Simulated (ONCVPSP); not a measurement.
Configuration tests for B (ONCV)

| Quantity | Value |
| --- | --- |
| Element | boron |
| Generator | ONCVPSP 4.0.1 |
| Type | optimised norm-conserving Vanderbilt (ONCV) |
| Functional | PBEsol |
| Relativity | scalar-relativistic |
| Frozen core | [He] |
| Valence charge | 3 |
| Reference configuration | 2s2 2p1 |
| Partial waves | 2s: rc 1.50 bohr, ncon 4, nbas 8, qcut 5.2 1/bohr, local; 2p: rc 4.00 bohr, ncon 4, nbas 7, qcut 3.8 1/bohr, 2 projectors, debl 2.6 Ha; d scattering state at 0.05 Ha: rc 3.05 bohr, ncon 4, nbas 7, qcut 2.7 1/bohr, 2 projectors, debl 0.4 Ha |
| Local potential | the s channel |
| Core correction | none |

Energies are relative to the spin-unpolarised reference configuration 2s2 2p1; without spin polarisation the order of configurations can differ from experiment.

| valence configuration | charge | ΔE all-electron (eV) | error AE − PS (meV) |
| --- | --- | --- | --- |
| 2s2 2p0.5 | +0.5 | 2.855 | +20 |
| 2s1 2p2 | 0 | 5.819 | -53 |

**Question.** What are ΔE and the potential's error for 2s1 2p0?

**Answer.** ΔE = 33.401 eV all-electron; the error (AE − PS) is +645 meV.

**Question.** What are ΔE and the potential's error for 2s2 2p0?

**Answer.** ΔE = 8.139 eV all-electron; the error (AE − PS) is +224 meV.

Levels in the configuration 2s1 2p0:

| level | all-electron (eV) | pseudo (eV) |
| --- | --- | --- |
| 2s | -31.279 | -30.775 |
